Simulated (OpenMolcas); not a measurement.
Ta3+ with 4 ligands (bromide) in tetrahedral coordination (Td) at 2.5 Å. A charge of +0.25 e stands 3.2 Å behind each ligand. Ligand basis ANO-RCC-VDZP.
```
Ta    0.0000    0.0000    0.0000
Br    1.4434    1.4434    1.4434
Br    1.4434   -1.4434   -1.4434
Br   -1.4434    1.4434   -1.4434
Br   -1.4434   -1.4434    1.4434
```

```json
{"Program": "OpenMolcas", "Method": "CASSCF", "Basis": "ANO-RCC-VDZP [7s6p4d2f1g]", "Scalar Hamiltonian": "DKH2, point nucleus", "Active space": "2 electrons in 5 orbitals (5d)", "State averaging": "2S+1 = 3 even, 10 roots; 2S+1 = 1 even, 15 roots", "Spin-orbit coupling": "RASSI with atomic mean-field integrals over the reference wave functions"}
```

Question: What is the spin-free ground state (labels of Td)?

Answer: 3A2, 1-fold in its orbital part; it has the highest spin that d2 allows.

Question: Where is the first state of the same spin?

Answer: 3T2 at 6920 cm-1 above the ground state.

Question: What are the lowest two levels with spin-orbit coupling?

Answer: A 3-fold level T2, then a 2-fold level E 5144 cm-1 above it. Their leading multiplicities are 3 (98 %) and 3 (71 %).

Question: What is χT at 300 K, and how does it compare with the textbook value?

Answer: The lowest level has 2S+1 = 3, for which the spin-only value is χT = S(S+1) / 2 = 1.000 cm3 K/mol (g = 2). The computed 0.388 at 300 K differs by -0.612, through orbital momentum, spin-orbit coupling and any other state in reach.

Without dynamic correlation the repulsion within the d shell is too large (B by tens of per cent), so at a given field states of lower spin stand too high. The least metal-like active orbital is 74 % on the metal (Löwdin) and no ligand orbital is active, so the numbers are rough. With metal d orbitals alone the field can be off either way by tens of per cent. Ligand-to-metal charge-transfer states are missing. With no ligand orbital active B as a rule stays too high, so bands that hang on it stand too high and its fall with covalency is understated. No measured value stands beside these numbers; the geometry is a model, was not optimised and need not be the one that this ion takes.
